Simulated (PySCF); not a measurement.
C3H8FIn (SMILES C[CH2][In]([CH3])[F]), singlet, geometry from GFN2-xTB (such geometries of metal compounds can be far from the true shape) (core potentials on In); DF-PBE/def2-TZVP (PySCF).

PySCF was given this input:
```python
from pyscf import gto, scf, dft

mol = gto.M(
    atom='''
In    0.11936102    0.22882775    0.21106917
F     0.57318407   -1.63773890    0.75446724
C     1.10013966    1.59247352    1.71777359
H     1.91830213    2.12707571    1.24291698
H     1.47398498    0.93620678    2.49818013
H     0.37268495    2.29374568    2.11637939
C    -1.18196829    0.09321262   -1.65959226
C    -1.25893880   -1.34264152   -2.13265751
H    -0.73201294    0.74966737   -2.40452359
H    -2.16096093    0.48581702   -1.38342088
H    -1.65601089   -1.98581412   -1.34633528
H    -0.26976701   -1.71467865   -2.40228087
H    -1.90896221   -1.42319729   -3.00665369
''',
    basis='def2-tzvp',
    ecp={'In': 'def2-tzvp'},
    verbose=4,
    max_memory=1800,
)

mf = dft.RKS(mol)
mf.xc = 'pbe'
mf = mf.density_fit(auxbasis='def2-universal-jkfit')
mf.kernel()
```

Q: What does PySCF print? Leave out banner, timings and long lists.

A: 
```
PySCF version 2.14.0

[INPUT] verbose = 4
[INPUT] num. atoms = 13
[INPUT] num. electrons = 56
[INPUT] charge = 0
[INPUT] spin (= nelec alpha-beta = 2S) = 0
[INPUT] symmetry False subgroup None
[INPUT] Mole.unit = angstrom
[INPUT] Symbol           X                Y                Z      unit          X                Y                Z       unit  Magmom
[...]
nuclear repulsion = 257.13479629279
number of shells = 92
number of NR pGTOs = 339
number of NR cGTOs = 222
basis = def2-tzvp
ecp = {'In': 'def2-tzvp'}

******** <class 'pyscf.df.df_jk.DFRKS'> ********
method = DFRKS
initial guess = minao
damping factor = 0
level_shift factor = 0
DIIS = <class 'pyscf.scf.diis.CDIIS'>
diis_start_cycle = 1
diis_space = 8
diis_damp = 0
SCF conv_tol = 1e-09
SCF conv_tol_grad = None
SCF max_cycles = 50
direct_scf = False
XC library pyscf.dft.libxc version 7.1.2
    S. Lehtola, C. Steigemann, M. J. T. Oliveira, and M. A. L. Marques,  SoftwareX 7, 1–5 (2018)
XC functionals = pbe
    J. P. Perdew, K. Burke, and M. Ernzerhof,  Phys. Rev. Lett. 77, 3865 (1996)
    J. P. Perdew, K. Burke, and M. Ernzerhof,  Phys. Rev. Lett. 78, 1396 (1997)
    J. P. Perdew, K. Burke, and M. Ernzerhof,  Phys. Rev. Lett. 77, 3865 (1996)
    J. P. Perdew, K. Burke, and M. Ernzerhof,  Phys. Rev. Lett. 78, 1396 (1997)
radial grids:
    Treutler-Ahlrichs [JCP 102, 346 (1995); DOI:10.1063/1.469408] (M4) radial grids

becke partition: Becke, JCP 88, 2547 (1988); DOI:10.1063/1.454033
pruning grids: <function nwchem_prune>
grids dens level: 3
symmetrized grids: False
atomic radii adjust function: <function treutler_atomic_radii_adjust>
small_rho_cutoff = 0
Set gradient conv threshold to 3.16228e-05
Initial guess from minao.
tot grids = 156960
init E= -376.165532721941
[...]
cycle= 1 E= -407.814355610696  delta_E= -31.6  |g|= 2.37  |ddm|= 45.3
[...]
cycle= 2 E= -391.471961697497  delta_E= 16.3  |g|= 8.97  |ddm|=   74
[...]
cycle= 3 E= -408.890799753225  delta_E= -17.4  |g|= 0.582  |ddm|= 73.5
[...]
cycle= 4 E= -408.804180432436  delta_E= 0.0866  |g|= 0.846  |ddm|=  1.1
[...]
cycle= 5 E= -408.951665698023  delta_E= -0.147  |g|= 0.187  |ddm|= 0.665
[...]
cycle= 6 E= -408.958014509894  delta_E= -0.00635  |g|= 0.0689  |ddm|= 0.249
[...]
cycle= 7 E= -408.958768705695  delta_E= -0.000754  |g|= 0.0258  |ddm|= 0.0675
[...]
cycle= 8 E= -408.958884834646  delta_E= -0.000116  |g|= 0.0127  |ddm|= 0.04
[...]
cycle= 9 E= -408.958933072457  delta_E= -4.82e-05  |g|= 0.00351  |ddm|= 0.0195
[...]
cycle= 10 E= -408.958936149459  delta_E= -3.08e-06  |g|= 0.00094  |ddm|= 0.004
[...]
cycle= 11 E= -408.958936346307  delta_E= -1.97e-07  |g|= 0.000235  |ddm|= 0.000962
[...]
cycle= 12 E= -408.958936360393  delta_E= -1.41e-08  |g|= 2.94e-05  |ddm|= 0.000311
[...]
cycle= 13 E= -408.958936360559  delta_E= -1.66e-10  |g|= 1.6e-05  |ddm|= 4.85e-05
[...]
Extra cycle  E= -408.958936360289  delta_E= 2.7e-10  |g|= 4.05e-05  |ddm|= 4.72e-05
converged SCF energy = -408.958936360289
```
